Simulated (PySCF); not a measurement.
## Working out the excitation energy of Mg⁺

Mg⁺ [Ne] 3s1 (2S) → Mg⁺ [Ne] 3d1 (2D). Calculation: PySCF 2.14, in aug-cc-pCVDZ; no relativity, point nucleus. Frozen: 1s2. Energies in hartree (1 hartree = 27.21139 eV):

```
            part  Mg⁺ (lower)  Mg⁺ (upper)
             UHF  -199.365083  -199.043471
CCSD correlation    -0.168527    -0.165960
             (T)    -0.000284    -0.000236
```

What does Hartree-Fock give?

(-199.043471) − (-199.365083) = 0.321612 hartree = 8.752 eV.

What do CCSD and CCSD(T) give?

The CCSD correlation energies differ by 0.002567 hartree = 0.070 eV and the triples by 0.000048 hartree = 0.001 eV, so CCSD gives 8.822 eV and CCSD(T) 8.823 eV.

Measured between the centres of the two terms (NIST): 8.864 eV, so CCSD(T) (valence and next inner shell) is off by -0.041 eV.

A double-zeta basis recovers only part of the correlation energy.

What remains against the reference includes basis incompleteness, the frozen core and higher excitations.
